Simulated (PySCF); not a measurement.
Input of a response calculation (the driver script's job line, then coordinates in Å):

```
{"job": {"kind": "uv", "xc": "CAM-B3LYP", "basis": "def2-SVPD", "ip": true}, "charge": 0, "multiplicity": 1}
C     -2.231193     0.177297     0.230027
C     -1.204385    -0.667332    -0.462297
S     -1.602967    -1.953160    -1.399529
C      0.173348    -0.289471    -0.259150
C      1.368416    -0.811131    -0.707836
C      2.393341    -0.000229    -0.161575
C      1.754873     0.958726     0.580629
O      0.428874     0.794310     0.528249
H     -3.237566    -0.194654     0.008484
H     -2.143155     1.228391    -0.089886
H     -2.062656     0.169764     1.319328
H      1.458073    -1.680455    -1.354743
H      3.467627    -0.105931    -0.295423
H      2.114749     1.792943     1.178728
```

Its output, with some lines taken out ([cut]) and without the SCF cycles:

```
converged SCF energy = -705.1540017101

[cut]

Singlet excitations
state   eV       nm        f      main configurations
  1   2.3112    536.4   0.00002   H->L 0.97
  2   3.9743    312.0   0.41099   H-1->L 0.97
[cut]
  4   6.0726    204.2   0.05041   H-3->L 0.82, H->L+1 0.08
  5   6.2702    197.7   0.11089   H->L+1 0.57, H->L+3 0.12, H-3->L 0.10
  6   6.3957    193.9   0.00001   H-4->L 0.75, H-1->L+1 0.17
  7   6.4413    192.5   0.01434   H-1->L+1 0.74, H-4->L 0.16
[cut]
[cut]
[cut]

[cut]
[cut]
Vertical electron affinity (delta-SCF) = 0.9258 eV
```

Level of theory: TDDFT CAM-B3LYP/def2-SVPD, vertical, gas phase, core orbitals frozen in the response in PySCF. The structure is a single PBE0-D3(BJ)/def2-SVP conformer in the gas phase; no vibrational or solvent corrections.

**Question.** Restore the lines that were cut, in order.

**Answer.** 
```
Static polarisability (au): isotropic 102.432, principal 59.789 96.333 151.175
  3   5.5819    222.1   0.00303   H-2->L 0.93
  8   6.5603    189.0   0.07023   H-1->L+2 0.88
  9   6.5747    188.6   0.00180   H->L+2 0.79, H->L+9 0.09
 10   6.5954    188.0   0.01385   H->L+5 0.48, H->L+4 0.41
Triplet excitations (Tamm-Dancoff, eV): 1.9143 2.1866 3.9714 4.6842
Vertical ionisation energy (delta-SCF) = 8.2325 eV
```

**Question.** What is the gap between the lowest singlet and the lowest triplet?

**Answer.** 2.3112 − 1.9143 = 0.3969 eV (full response against Tamm–Dancoff).

**Question.** What transition dipole goes with state 2?

**Answer.** |μ|² = 3f / (2ΔE) = 3 × 0.4110 / (2 × 0.1461) ≈ 4.221 au, so |μ| = 5.22 D.

**Question.** How many basis functions and electrons does this run hold?

**Answer.** 218 basis functions for 66 electrons in 33 doubly occupied orbitals.

**Question.** Which species is it?

**Answer.** `CC(=S)c1ccco1` (C6H6OS), point group Cs.

H and L stand for HOMO and LUMO.

Conformer computed: `[CH3:1][C:2](=[S:3])[c:4]1[cH:5][cH:6][cH:7][o:8]1`: C1–C2–C4–C5 179°.
